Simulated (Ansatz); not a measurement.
A run for Ansatz (a program for electronic structure): U-CCSD(T)/aug-cc-pVTZ on BeF2 (SMILES [F][Be][F]), a point of a bond scan (R = 3.177 Å).

Ansatz 0.2 input:
```yaml
crystal:
  periodic: [false, false, false]
  atoms:
    - {symbol: Be, position_ang: [0.00000000, 0.00000000, 0.00000000]}
    - {symbol: F, position_ang: [-0.00000000, -0.00000000, -3.17668615]}
    - {symbol: F, position_ang: [0.00000000, 0.00000000, 1.38116789]}
basis:
  gaussian:
    orbitals: aug-cc-pVTZ
correlation: {method: ccsd_t, electrons: outside_noble_gas}
scf: {omitted_lower_state_checks: [cluster_reference]}
magnetization: {spin_polarized: true, initial_magnetization: 0}
```

Program output:

```
WARN ansatz: RAYON_NUM_THREADS=1 ignored (pool sized by the plan → 1); use --threads N
Functional definition: HF
these checks for a lower state are left out or cut short: cluster_reference
integrals: 0.44 GiB planned
861 factors; integrals over basis functions are off by at most 8.6e-4 eV
mean field: 0.33 GiB planned
mean field evaluation 1: about -5804.8717 eV, gradient 3.6e1 eV
mean field evaluation 2: about -5804.8720 eV, gradient 3.6e1 eV
mean field evaluation 4: about -5809.5187 eV, gradient 5.6e0 eV
mean field evaluation 8: about -5809.6408 eV, gradient 5.2e-1 eV
mean field evaluation 16: about -5810.9011 eV, gradient 3.3e0 eV
mean field evaluation 32: about -5811.3794 eV, gradient 3.8e-5 eV
mean field evaluation 64: about -5811.3918 eV, gradient 1.2e0 eV
mean field evaluation 96: about -5811.5617 eV, gradient 4.1e-1 eV
mean field evaluation 128: about -5811.3793 eV, gradient 4.3e-2 eV
mean field -5811.56207688 eV, -213.5709671072 hartree, gradient 1.2e-6 eV, S^2 0.962441; 12 other end points of the search recorded, 0 dependent functions left out
3 core orbitals not correlated
reference -5811.56207688 eV, -213.5709671072 hartree; 8, 8 occupied and 127, 127 virtual orbitals, 861 factors
second order -13.54634777 eV of doubles, -0.00000000 eV of singles
coupled cluster: 1.21 GiB planned
cycle   1  -13.53648634 eV  change    9.9e-3 eV  update   8.8e-2
cycle   2  -13.81882612 eV  change   -2.8e-1 eV  update   3.7e-2
cycle   3  -13.92283393 eV  change   -1.0e-1 eV  update   3.7e-2
cycle   4  -13.95768506 eV  change   -3.5e-2 eV  update   3.1e-2
cycle   5  -14.06119811 eV  change   -1.0e-1 eV  update   2.6e-2
cycle   6  -14.14422341 eV  change   -8.3e-2 eV  update   1.4e-2
cycle   7  -14.14706401 eV  change   -2.8e-3 eV  update   7.5e-3
cycle   8  -14.15619266 eV  change   -9.1e-3 eV  update   6.0e-3
cycle   9  -14.18312333 eV  change   -2.7e-2 eV  update   5.2e-3
cycle  10  -14.17067309 eV  change    1.2e-2 eV  update   3.8e-3
cycle  11  -14.18752969 eV  change   -1.7e-2 eV  update   2.4e-3
cycle  12  -14.19372261 eV  change   -6.2e-3 eV  update   8.5e-4
cycle  13  -14.19062780 eV  change    3.1e-3 eV  update   5.3e-4
cycle  14  -14.19249960 eV  change   -1.9e-3 eV  update   3.2e-4
cycle  15  -14.19255437 eV  change   -5.5e-5 eV  update   1.4e-4
cycle  16  -14.19254054 eV  change    1.4e-5 eV  update   8.5e-5
cycle  17  -14.19246915 eV  change    7.1e-5 eV  update   4.5e-5
cycle  18  -14.19243333 eV  change    3.6e-5 eV  update   2.1e-5
cycle  19  -14.19244360 eV  change   -1.0e-5 eV  update   1.1e-5
coupled cluster: 1.22 GiB planned
perturbative correction -0.46267643 eV, -0.0170030452 hartree
Total energy: -5826.21719692 eV, -214.1095328348 hartree
Checks for a lower state left out: cluster_reference
```

Self-consistency was reached. Its determinant has ⟨S²⟩ = 0.96, a mixture of spin states.

Cost: about 40 core-seconds (a rough figure).
